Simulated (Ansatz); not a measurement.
The same germylene extrusion along the group Si, Ge, Sn.

Calculated with Ansatz (gas phase, PBE0-D4/def2-TZVP geometries, no zero-point term in ΔE). CBS: MP2 limit from def2 TZ/QZ plus the TZ coupled-cluster correction, frozen cores. This one scheme is used for every species. DFT in def2-TZVPP. Elements past krypton have def2 core potentials. For Ge, Sn outer-core shells are correlated without core-valence functions, which leaves a few kJ/mol of doubt a bond. Scalar relativity is left out up to krypton. Each species was taken in one conformer, which may not be the lowest.

```tsv
reaction	LDA (SPW92) (eV)	RPA@PBE/def2-TZVPP (eV)	ωB97M-V (eV)
`O[Si](O)(F)F` → F₂ + `O[Si]O`	10.10	9.56	10.07
`[OH][Ge]([OH])([F])[F]` → F₂ + `[OH][Ge][OH]`	7.36	7.07	7.34
`[OH][Sn]([OH])([F])[F]` → F₂ + `[OH][Sn][OH]`	5.97	5.67	6.11
```

**Question.** Give the CCSD(T)/CBS values in the same order. (Best estimate.)

**Answer.** The calculation gave: 10.35, 7.53, 6.32 eV.

Largest T1 diagnostic: 0.018, for `[OH][Sn][OH]`.
